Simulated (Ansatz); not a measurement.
Mulliken charges of `[CH3][Sc]([NH2])[OH]` from B3LYP/def2-TZVPP in Ansatz (PBE0-D4/def2-TZVP geometry).

```tsv
atom	x (Å)	y (Å)	z (Å)	charge (e)
C1	-1.561	0.767	-0.392	-0.596
Sc2	0.477	-0.039	-0.132	0.939
N3	0.781	-1.328	1.344	-0.476
O4	1.878	0.480	-1.252	-0.547
H5	-1.873	0.826	-1.442	0.084
H6	-1.649	1.787	0.009	0.083
H7	-2.313	0.162	0.133	0.081
H8	1.646	-1.783	1.604	0.128
H9	0.066	-1.653	1.985	0.124
H10	2.549	0.780	-1.857	0.179
```

Task: By hand: the dipole of these point charges (1 e Å = 4.8032 D).

Result: Σ q r = (0.173, -0.187, 0.164) e Å, of length 0.303 e Å = 1.46 D.

Task: How does the dipole of the full density compare? (Best estimate.)

Result: Ansatz gave: (0.273, -0.100, 0.020) e Å, 1.40 D; the point charges give 1.04 times that, at 38° from its direction.

Point charges leave out the atoms' own dipoles, such as those of lone pairs, and Mulliken's split depends on the basis, so the two needn't agree.

B3LYP here is the variant with VWN-RPA as its local correlation; programs differ in this.
